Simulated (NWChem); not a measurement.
**Basis-set dependence for F3In**

SMILES: [F][In]([F])[F]
```xyz
4

In     0.0000     0.0000     0.0000
F      0.0000     0.0000     1.9351
F     -1.6757     0.0000    -0.9677
F      1.6757     0.0000    -0.9677
```
Charge 0, spin multiplicity 1.

The numbers come from NWChem runs, not from measurements. The geometry was optimised at PBE0/def2-SVP with def2 effective core potentials on In, a minimum by its harmonic frequencies.

Hartree-Fock energies in Ha, correlation energies in mHa.

Effective core potentials replace the inner electrons of In; spin-orbit coupling is left out. The correlated methods keep 7 core orbitals frozen. The structure started from a generated list of species.

```
basis      functions         RHF      MP2  SCS-MP2
---------  ---------  ----------  -------  -------
def2-SVP          68  -487.33895   -649.4   -621.0
def2-TZVP        143  -487.73818  -1029.7   -978.8
```

From def2-SVP to def2-TZVP the Hartree-Fock energy moves by -399.2 mHa and the MP2 correlation energy by -380.3 mHa, which is 37 % of its value in the larger set.
